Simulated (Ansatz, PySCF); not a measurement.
System: GaH$_{2}$, charge 0, multiplicity 2. 
Geometry from a B3LYP-D3(BJ)/def2-TZVP (Ansatz, a quantum-chemistry and plane-wave program) optimisation:
```xyz
3

Ga     0.0391     0.0090     0.0274
H     -0.3410    -1.4985    -0.3550
H     -0.8706     1.2189    -0.4942
```
Charge 0, spin multiplicity 2.

Total electronic energies in hartree. Valence correlation only, unless marked. Open shells are spin-unrestricted. No spin-orbit coupling. Frozen are the shells of the preceding noble gas and the d and f shells that filled before the atom's block. Non-relativistic. CBS(X,Y): correlation extrapolated as X^-3; Hartree-Fock from the larger set (for Q and 5 zeta extrapolated as (X+1)exp(-9√X)).

```tsv
level	program	energy (Eh)
HF/def2-SVPD	Ansatz	-1924.11213
HF/cc-pVQZ	Ansatz	-1924.40227
RI-HF/def2-QZVPPD	Ansatz	-1924.40179
BLYP/def2-TZVPD	Ansatz	-1926.05579
TPSS-D3(BJ)/def2-TZVPD	PySCF + dftd3	-1925.98405
PBE0/def2-TZVP	Ansatz	-1925.72998
r2SCAN0-D4/def2-TZVPD	Ansatz + dftd4	-1925.94881
PW6B95-D4/def2-TZVPD	PySCF + dftd4	-1926.94113
HSE06-D3(BJ)/def2-TZVPD	Ansatz + dftd3	-1925.73006
RI-MP2/aug-cc-pVTZ	Ansatz	-1924.46733
CCSD/aug-cc-pVQZ	Ansatz	-1924.49109
CCSD(T)/def2-SVPD	Ansatz	-1924.19069
CCSD(T)/aug-cc-pVTZ	Ansatz	-1924.48696
CCSD(T)/def2-TZVPP	Ansatz	-1924.44781
CCSD(T)/CBS(cc-pVQZ,cc-pV5Z)	Ansatz	-1924.4948
```

Totals of different functionals don't rank their quality; only differences between species are comparable.
